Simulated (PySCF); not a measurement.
C2HBrClF, SMILES F/C(Br)=C\Cl. Atoms are numbered in the order given.

```xyz
6

F     -1.5607     0.3731     0.0000
C     -0.2619     0.1389     0.0000
Br     0.1797    -1.6781     0.0000
C      0.6553     1.1050     0.0000
Cl     0.2161     2.7669     0.0000
H      1.7207     0.8755     0.0000
```

The structure is a stationary point at ωB97X-D3(BJ)/def2-SVP.

Two levels are set side by side: PBE/pcSseg-1 (PySCF) and HF/pcSseg-1 (PySCF). GIAO shifts against CFCl3 (¹⁹F), HCl (³⁵Cl), TMS (¹H), TMS (¹³C) at the same level; non-relativistic, no solvent, atoms listed together averaged. Without spin–orbit terms, shifts of atoms bonded to Cl or Br come out too high at both levels. Differences are taken from unrounded values.

| quantity | HF |
|---|---|
| δ(¹⁹F) of F1 (ppm) | -62.3 |
| δ(¹³C) of C2 (ppm) | 159.7 |
| δ(¹³C) of C4 (ppm) | 116.2 |
| δ(³⁵Cl) of Cl5 (ppm) | 111.2 |
| δ(¹H) of H6 (ppm) | 6.05 |

Task: What does PBE give, and how far is it from HF? (Estimate from the structure and the level; the computed values follow.)

Result: 
```json
[
 {"quantity": "δ(¹⁹F) of F1 (ppm)", "PBE": "-87.1", "PBE minus HF": "-24.8"},
 {"quantity": "δ(¹³C) of C2 (ppm)", "PBE": "161.7", "PBE minus HF": "2.0"},
 {"quantity": "δ(¹³C) of C4 (ppm)", "PBE": "109.3", "PBE minus HF": "-6.9"},
 {"quantity": "δ(³⁵Cl) of Cl5 (ppm)", "PBE": "214.6", "PBE minus HF": "103.4"},
 {"quantity": "δ(¹H) of H6 (ppm)", "PBE": "5.66", "PBE minus HF": "-0.39"}
]
```

Rough cost on one machine, each run with all the roots and properties that it gave: HF against PBE within a factor of 2.
